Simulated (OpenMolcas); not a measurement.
Tc5+ (d2) among equal point charges was computed by CASSCF with the d shell active (OpenMolcas, ANO-RCC-VTZP on the metal). Its lowest spin-free states, and all those of the highest spin:

```csv
2S+1,Degeneracy,E (cm-1)
3,3,0.0
3,3,7799
1,3,13890
1,2,14135
3,1,16888
3,3,20795
1,3,24458
1,1,25503
1,3,26720
1,2,32804
1,1,56515
```

Problem. Is the site octahedral, tetrahedral or cube-like, axial, or of lower symmetry?

Solution. The states with 2S+1 = 3 have orbital degeneracies 3, 3, 1, 3. Threefold states need a cubic site. For d2 at this spin an octahedron puts the threefold T1 below the threefold T2 and a tetrahedron or cube puts the single A2 below the threefold T2, so the site is octahedral. The run had Tc5+ among 6 point charges of -1.7 e arranged as an octahedron (Oh), 1.88 Å from the ion.

An orbital triplet at a regular site is open to Jahn-Teller coupling, which can distort the site and quench the lowest spin-orbit gaps and is left out. Without dynamic correlation the repulsion within the d shell is too large (B by tens of per cent), so at a given field states of lower spin stand too high. This field is weak: 10Dq is about 9090 cm-1, while octahedral complexes of 4d ions of charge 3 and more, computed by the same method with explicit ligands, had a median near 25000 cm-1. Ground spin and moment need not be those of a real site. This is an electrostatic model: the charges have no orbitals. No measured value stands beside these numbers.
